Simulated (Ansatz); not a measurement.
```xyz
3

F     0.0000    0.0000    0.0000
F     0.0000    1.3105    1.0056
F     0.0000   -1.3105    1.0056
```

Basis set: pcseg-2 (spherical functions). Charge 0, multiplicity 4.

Computed with Ansatz (development build ahead of 0.2.0); each method stands on the lowest determinant of its kind that the runs found. Restricted functionals stand beside restricted open-shell atoms, which can lie above the unrestricted atoms usual in DFT and then raise those values.

Problem. Give the atomization energy at this shape (free ground-state atoms in the same class of orbitals less the molecule, no zero-point energy) of quartet F3 by r²SCAN (unrestricted), r²SCAN (restricted open-shell).

Solution.

| method | atomization energy |
| --- | --- |
| r²SCAN (unrestricted) | 0.31 eV |
| r²SCAN (restricted open-shell) | 0.34 eV |

Caution: other spin multiplicities may lie lower.

The shape needn't be a minimum at these levels.
